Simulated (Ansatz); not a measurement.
The cluster Zn₃⁺. Total charge 1; doublet. Geometry B3LYP/def2-TZVP; atoms count from 1.

```xyz
3

Zn   -2.6591   -0.0812   -0.1388
Zn    0.0006   -0.0024   -0.0103
Zn    2.6584    0.0836    0.1491
```

The structure comes from a short search, and lower isomers may exist.

Q: Estimate the Mulliken populations from the PBE0/def2-TZVP orbitals of Ansatz.

A: 
| atom | charge (e) | spin (α − β) | d electrons |
| --- | --- | --- | --- |
| Zn1 | 0.36 | 0.37 | 10.00 |
| Zn2 | 0.28 | 0.26 | 10.00 |
| Zn3 | 0.36 | 0.37 | 10.00 |
Mulliken values and Mayer orders depend strongly on the basis.

Q: Where does the spin sit?

A: Summed by element: Zn 1.00, of 1 unpaired in all. Largest on single atoms: Zn1 0.37, Zn3 0.37, Zn2 0.26.

Q: And the Mayer bond orders between bonded heavy atoms (over 0.3)?

A: Zn1–Zn2 0.66 (2.66 Å); Zn2–Zn3 0.66 (2.66 Å).
